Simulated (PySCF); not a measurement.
**C₆ coefficients of unlike pairs at PBE0**

Calculated with PySCF 2.14 from the dipole response of each species, C₆(A,B) = (3/π) ∫ α_A(iu) α_B(iu) du, in atomic units, from isotropic polarisabilities. For ions this is the dispersion term alone; charge-induced terms of lower order in 1/R come first.

```
species      configuration                                                                                 basis  relativity  α (bohr³)  C₆ (like pair)
   Ar³⁺  [Ne] 3s2 3p3 (4S)  aug-cc-pV(Q+d)Z with one added diffuse shell each of s, p, d, f, g type (8s7p6d4f3g)        none      3.612           9.798
    B²⁺      [He] 2s1 (2S)      aug-cc-pVQZ with one added diffuse shell each of s, p, d, f, g type (7s6p5d4f3g)        none      7.215           9.716
    P²⁺  [Ne] 3s2 3p1 (2P)                                                                def2-TZVPPD (6s5p4d1f)        none      9.277           33.55
```

(1) Estimate C₆ for P²⁺ with B²⁺.

No spin-orbit coupling is included.

The other pairs:

```
     pair     C₆
P²⁺, Ar³⁺  17.25
B²⁺, Ar³⁺  8.022
```

## Answers

(1) The integral gives 17.07. The combination rule 2 C_A C_B / (C_A α_B/α_A + C_B α_A/α_B) gives 16.90 and the geometric mean 18.05.
